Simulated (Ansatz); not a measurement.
Species: H$_{4}$O$_{2}$Si$_{2}$, SMILES `O/[SiH]=[SiH]/O` (H–O–Si–Si torsion -58°, Si–Si–O–H torsion 58°) (charge 0, multiplicity 1), formula H4O2Si2.

Question: How many basis functions does frozen-core CCSD(T)/cc-pVTZ // r2SCAN-D4/def2-TZVP run with Ansatz (a program for electronic structure) use, how many core orbitals are frozen, and how many electrons are correlated?

Answer: 184 basis functions and 12 frozen orbitals, which leaves 24 correlated electrons. Core time is of the order of minutes.
